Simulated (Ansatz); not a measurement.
Isolated molecules relaxed with PBE0-D4/def2-TZVP in Ansatz; ΔE leaves out vibrations. CBS: MP2 limit from def2 TZ/QZ plus the TZ coupled-cluster correction, frozen cores. This one scheme is used for every species. Functionals use def2-TZVPP. For Br, Ge outer-core shells are correlated without core-valence functions, which leaves a few kJ/mol of doubt a bond. Scalar relativity is left out up to krypton. One conformer a species, not always the lowest.

Consider the hydrogenolysis of a Ge–O bond: `[OH][GeH]([Cl])[Br]` + H₂ → `[Cl][GeH2][Br]` + H₂O.

| level | ΔE (kJ/mol) |
| --- | --- |
| LDA (SPW92) | 18.8 |
| BHLYP | 13.3 |
| RPA@PBE/def2-TZVPP | 20.9 |
| CCSD(T)/def2-SVP | 21.9 |

(1) What does CCSD(T)/CBS give? (Best estimate.)

(2) What do rigid-rotor, harmonic-oscillator terms from PBE0-D4/def2-TZVP frequencies (298.15 K, 1 bar) make of the CCSD(T)/CBS value? (Best estimate.)

Largest T1 diagnostic among the species: 0.010.

## Answers

(1) Ansatz gave: +18.2 kJ/mol. The listed levels differ from it by 0.6, -4.9, 2.7, 3.7 kJ/mol.

(2) Computed: ΔZPE = +14.2 kJ/mol, ΔH = +29.6 kJ/mol, ΔS = 28 J/(mol·K), ΔG = +21.3 kJ/mol.

In def2-TZVPP, CCSD(T) changes the Hartree–Fock value by +12.2 kJ/mol (the triples alone add +4.5 kJ/mol) and MP2 by +18.3 kJ/mol. At CCSD(T), def2-SVP lies +3.7 kJ/mol from the extrapolated value and def2-TZVPP +3.6 kJ/mol. From PBE to PBE0 (25 % exact exchange), in def2-TZVPP and without D4, ΔE moves by −4.9 kJ/mol.

CCSD(T)/CBS has its own doubt, a few kJ/mol and more with outer-core shells, so smaller differences from it don't rank the levels.
